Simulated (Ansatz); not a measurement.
`C[N]1C[O][Al]1[F]`, relaxed with RKS PBE-D4/def2-SVP in Ansatz from a rough embedded geometry. The force threshold is 0.03 eV/Å; the program also tests the step.

Charge 0, multiplicity 1.

Start:

```xyz
11

C     0.319    0.229   -1.279
N     0.720   -0.203    0.057
C     0.185    0.716    1.076
O    -0.604   -0.044    1.910
Al   -0.430   -1.513    0.812
F    -1.576   -2.670    0.018
H     0.864    1.079   -1.606
H    -0.782    0.394   -1.301
H     0.537   -0.666   -2.027
H     1.078    1.076    1.697
H    -0.312    1.602    0.642
```

Problem. By how much does the energy fall, and how many steps does the optimiser take? (Estimate.)

Solution. Ansatz gave: 132.43 kJ/mol, in 8 steps.

Problem. Which bonds change most? (Estimate.)

Solution. The calculation gave: Al5–F6 from 1.813 to 1.663 Å; N2–Al5 from 1.899 to 1.776 Å; O4–Al5 from 1.842 to 1.757 Å.

Problem. Give the relaxed structure. (Estimate.)

Solution. Computed: 
```xyz
11

C     0.388    0.350   -1.441
N    -0.016   -0.187   -0.174
C     0.008    0.636    1.051
O    -0.472   -0.245    2.073
Al   -0.648   -1.494    0.850
F    -1.156   -3.077    0.812
H     1.445    0.709   -1.438
H    -0.247    1.211   -1.762
H     0.309   -0.426   -2.228
H     1.044    0.988    1.294
H    -0.656    1.534    0.962
```
